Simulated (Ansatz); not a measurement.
C2H3FOSi (`O[SiH]1C=C1F`). The species carries charge 0 and has multiplicity 1.

```xyz
8

O    -0.486   -0.622   -1.853
Si    0.419    0.037   -0.663
C    -0.240    0.853    0.815
C     0.296   -0.342    1.080
F     0.426   -1.044    2.194
H    -1.354   -0.955   -1.613
H     1.664    0.435   -1.343
H    -0.726    1.637    1.383
```

Q: List the harmonic frequencies (cm⁻¹, unscaled) at PBE0-D4/def2-TZVP in Ansatz. (An estimate is asked.)

A: The calculation gave: 169, 266, 339, 387, 438, 644, 655, 720, 805, 883, 909, 942, 1033, 1244, 1638, 2286, 3215, 3907.

Q: Is this a minimum?

A: Yes, all 18 modes are real.

Q: Give the ideal-gas thermochemistry at 298.15 K and 1 bar (rigid rotor, harmonic oscillator; point group C1, symmetry number 1).

A: Zero-point energy 122.5 kJ/mol; H(298) − E = 139.5 kJ/mol; entropy 311.4 J/(mol·K), of which translation 165.0, rotation 109.3, vibration 37.2; G(298) − E = 46.7 kJ/mol.

Q: Rotational constants (cm⁻¹)?

A: 0.347, 0.08279, 0.07538.
